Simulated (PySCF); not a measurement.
# Correlation energy of B⁺ (boron, charge +1)

[He] 2s2, closed-shell 1S. Calculation: PySCF 2.14, in dyall-av3z (15s9p3d2f, 71 functions); no relativity, point nucleus. Frozen: 1s2; 2 electrons correlated; the 13 highest virtual orbitals of each spin left out.

With two correlated electrons CCSD is exact within the correlated space (frozen core and kept virtual orbitals).

| level | correlation energy (mhartree) |
| --- | --- |
| CCSD | -61.02 |

Diagnostics: T1 = 0.013, D1 = 0.0183, largest double amplitude 0.149.

Cost of the coupled-cluster step: roughly 0.8 core-seconds, for 2 correlated electrons.

Iterations:

```
CC2 = 0
CCSD nocc = 1, nmo = 57
frozen orbitals [0, 58, 59, 60, 61, 62, 63, 64, 65, 66, 67, 68, 69, 70]
max_cycle = 100
direct = 0
conv_tol = 1e-08
conv_tol_normt = 1e-06
diis_space = 8
diis_start_cycle = 0
Init t2, MP2 energy = -24.2752085613345  E_corr(MP2) -0.0376629364953232
Init E_corr(CCSD) = -0.0376629365019499
cycle = 1  E_corr(CCSD) = -0.0488452006427236  dE = -0.0111822641  norm(t1,t2) = 0.063294
cycle = 2  E_corr(CCSD) = -0.054491014850734  dE = -0.00564581421  norm(t1,t2) = 0.0345589
cycle = 3  E_corr(CCSD) = -0.0611414738505839  dE = -0.006650459  norm(t1,t2) = 0.0189809
cycle = 4  E_corr(CCSD) = -0.0609788401249759  dE = 0.000162633726  norm(t1,t2) = 0.00043515
cycle = 5  E_corr(CCSD) = -0.0610514058892439  dE = -7.25657643e-05  norm(t1,t2) = 0.000147924
cycle = 6  E_corr(CCSD) = -0.0610246948460453  dE = 2.67110432e-05  norm(t1,t2) = 8.81635e-05
cycle = 7  E_corr(CCSD) = -0.0610199774568071  dE = 4.71738924e-06  norm(t1,t2) = 1.32827e-05
cycle = 8  E_corr(CCSD) = -0.0610202620552693  dE = -2.84598462e-07  norm(t1,t2) = 5.56239e-07
cycle = 9  E_corr(CCSD) = -0.0610201997265437  dE = 6.23287256e-08  norm(t1,t2) = 3.27298e-07
cycle = 10  E_corr(CCSD) = -0.0610201500475264  dE = 4.96790172e-08  norm(t1,t2) = 1.4461e-07
cycle = 11  E_corr(CCSD) = -0.0610201506866311  dE = -6.39104651e-10  norm(t1,t2) = 4.44844e-09
CCSD converged
E(CCSD) = -24.29856577552579  E_corr = -0.06102015068663109
```
